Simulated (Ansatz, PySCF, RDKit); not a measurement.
Noncovalent pair: C2H4 (SMILES C=C) (first 6 atoms) with H4OSi (SMILES O[SiH3]); geometry from B3LYP-D3(BJ)/def2-TZVP, rigid monomers moved along the line of their centres of mass till H4···O7 is 3.04 Å.
(charge 0, multiplicity 1):
```xyz
12

C     -0.355    -0.469    -0.018
C      0.466     0.570     0.003
H     -1.165    -0.539    -0.735
H     -0.247    -1.284     0.686
H      1.272     0.636     0.723
H      0.367     1.394    -0.694
O      0.692    -0.986     3.566
Si    -0.321     0.207     4.107
H      1.564    -1.055     3.962
H     -0.422     0.175     5.589
H     -1.638    -0.067     3.505
H      0.152     1.553     3.708
```

Counterpoise-corrected where a basis set is named; no monomer relaxation. Rows marked so take none. RDKit's UFF carries no charges.

Frozen-core correlation. Rows in 6-31G* carry no dispersion term and start afresh at each structure (6-31G* with six Cartesian d functions). MP2/6-31G* freezes PySCF's default core.

The values were computed with Ansatz (a program for electronic structure); PySCF for 6-31G* rows, the dispersion terms; RDKit for the force fields. Each number belongs to the level named beside it.

| level | interaction energy (kJ/mol) |
|---|---|
| UFF | -5.5 |
| r2SCAN/def2-TZVPPD | -4.2 |
| B3LYP/6-31G* (no counterpoise) | -4.2 |
| B3LYP-D3(BJ)/def2-TZVPPD | -6.7 |
| PBE0/def2-TZVPPD | (withheld) |
| PBE0-D3(BJ)/def2-TZVPPD | -7.1 |
| wB97M-V/def2-TZVPPD | -5.9 |
| MP2/6-31G* (no counterpoise) | (withheld) |
| CCSD(T)/aug-cc-pV(D+d)Z | -5.3 |

Q: Some entries are withheld; supply them.

A: 
- PBE0/def2-TZVPPD, interaction energy (kJ/mol): -2.7
- MP2/6-31G* (no counterpoise), interaction energy (kJ/mol): -7.7
